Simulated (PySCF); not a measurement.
**Spin states and ions at one geometry of [BiS2]−**

PySCF 2.14.0, RKS r2SCAN, Bi def2-SVP with ECP60, S def2-SVP; non-relativistic Hamiltonian with scalar-relativistic core potentials where named; density fitting; no spin-orbit coupling; singlets restricted, open shells unrestricted. The geometry is relaxed for charge -1, singlet, vacuum:

```xyz
3

Bi    0.0000    0.0000   -0.4954
S     2.0157    0.0000    0.8414
S    -2.0157    0.0000    0.8414
```

Energies count from the relaxed state; an electron taken off or put on is at rest in vacuum. Charges and spins are Mulliken's.

```csv
state,energy (eV),spin squared,charge on Bi1 (e),spin on Bi1 (e),dipole about the centre of mass (D)
"charge -1, singlet, vacuum",0.00,0.00,0.24,0.00,5.50
"charge -1, triplet, vacuum",1.47,2.01,0.07,0.62,4.41
```

Question: What does the state charge 0, doublet, vacuum give?

Answer: energy (eV) 2.94, spin squared 0.77, charge on Bi1 (e) 0.56, spin on Bi1 (e) -0.11, dipole about the centre of mass (D) 2.91.

With an electron taken off (doublet) the charges change, summed by element, by Bi +0.33 e, S +0.67 e. The vertical ionisation energy is 2.94 eV, against −ε(HOMO) = 0.20 eV of the relaxed state. The level lies 2.7 eV too high, as is usual for semilocal functionals and global hybrids, which keep a self-interaction error.

Open shells may have lower solutions than those found.

No frequency check is given that shows the relaxed geometry to be a minimum.
